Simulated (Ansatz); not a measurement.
ClH$_{3}$SSeSi, SMILES `S[SiH](Cl)[SeH]`. The species carries charge 0 and has multiplicity 1. Geometry: relaxed with PBE0-D4/def2-TZVP. It is one conformer, not always the lowest.

```xyz
7

S    -1.440   -1.146   -0.335
Si   -0.181    0.348    0.497
Cl   -1.186    2.097    0.140
Se    1.913    0.316   -0.361
H    -0.527   -2.119   -0.159
H     0.011    0.224    1.958
H     1.409    0.280   -1.740
```

(1) What is the dipole moment at B3LYP/def2-TZVPP? (Best estimate.)

(2) And with PBE, r2SCAN, ωB97M-V? (Best estimate.)

(3) Give the Mulliken charges with B3LYP, PBE, ωB97M-V in def2-TZVPP. (Best estimate.)

Answers

(1) Computed: 1.37 D, with components (0.76, -1.14, -0.05) D in this frame, pointing from negative to positive charge.

(2) Computed: PBE 1.34 D, r2SCAN 1.37 D, ωB97M-V 1.34 D.

(3) The calculation gave: 
```tsv
atom	B3LYP	PBE	ωB97M-V
S1	-0.22	-0.21	-0.20
Si2	0.47	0.39	0.35
Cl3	-0.22	-0.19	-0.19
Se4	-0.15	-0.14	-0.16
H5	0.12	0.13	0.13
H6	-0.05	-0.04	-0.01
H7	0.06	0.07	0.09
```

B3LYP here is the variant with VWN-RPA as its local correlation; programs differ in this.
